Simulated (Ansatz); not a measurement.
# Worked example: GeH3(CH3) + C2H2F3I → GeH3I + C3H5F3

Gas-phase species: GeH3(CH3), singlet; C2H2F3I (1,1,1-trifluoro-2-iodoethane) `FC(F)(F)CI`, singlet; GeH3I `[GeH3][I]`, singlet; C3H5F3 (1,1,1-trifluoropropane) `CCC(F)(F)F`, singlet. The partners trade CH3 for I: Ge–CH3 and C–I bonds give way to Ge–I and C–CH3.

Shapes, held fixed at every level: PBE0-D4/def2-TZVP. Programs: Ansatz 0.2.0. The zero-point and thermal change to 298 K, harmonic and unscaled (PBE0-D4/def2-TZVP), is +6.3 kJ/mol.

At CCSD(T)/def2-TZVPP; 1 Eh = 2625.50 kJ/mol:

```
  species   energy (Eh)
GeH3(CH3)  -2117.237880
  C2H2F3I   -673.650271
    GeH3I  -2374.572634
   C3H5F3   -416.358729
```

Work out ΔH(298 K) of the reaction at this level.


1. Products less reactants: (-2374.572634) + (-416.358729) − [(-2117.237880) + (-673.650271)] = -0.043212 Eh = -113.5 kJ/mol.
2. With the thermal change: -113.5 + (+6.3) = -107.2 kJ/mol.

Other levels give -135.4 (HF/def2-TZVPP) to -108.6 kJ/mol (MP2/def2-TZVPP). No measured value is set beside it here. For atoms past krypton def2 sets carry core potentials with scalar relativity. Relativity is left out for Ge. Outer-core shells of Ge, I are correlated, in sets that cover them unevenly.
